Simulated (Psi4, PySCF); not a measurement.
The Psi4 input:
```
memory 2 GB

molecule mol {
1 1
Ga   -0.020782   -0.041393    0.018720
C    -0.329657    1.590347   -1.183725
H    -1.183712    2.142603   -0.780540
H    -0.533255    1.223758   -2.194273
H     0.585327    2.190416   -1.152936
N     0.456383   -1.421577    1.124747
H     0.548975   -2.362451    0.735364
H     0.010157   -1.502186    2.041189
}

set {
  basis def2-svpd
  reference rks
  scf_type pk
  puream true
  d_convergence 1e-8
  dft_radial_points 99
  dft_spherical_points 590
}

energy('wb97x')
print_variables()
```

Question: Write the same job for PySCF.

Answer: This is not unique; one that fits is 
```python
from pyscf import gto, scf, dft

mol = gto.M(
    atom='''
Ga   -0.020782   -0.041393    0.018720
C    -0.329657    1.590347   -1.183725
H    -1.183712    2.142603   -0.780540
H    -0.533255    1.223758   -2.194273
H     0.585327    2.190416   -1.152936
N     0.456383   -1.421577    1.124747
H     0.548975   -2.362451    0.735364
H     0.010157   -1.502186    2.041189
''',
    basis='def2-svpd',
    charge=1,
    spin=0,
    verbose=4,
)

mf = dft.RKS(mol)
mf.xc = 'wb97x'
mf.grids.atom_grid = (99, 590)
mf.grids.prune = None
mf.kernel()
```

Both were run: Psi4 gave -2020.173605 Eh and PySCF -2020.173630 Eh, 0.025 mEh apart.
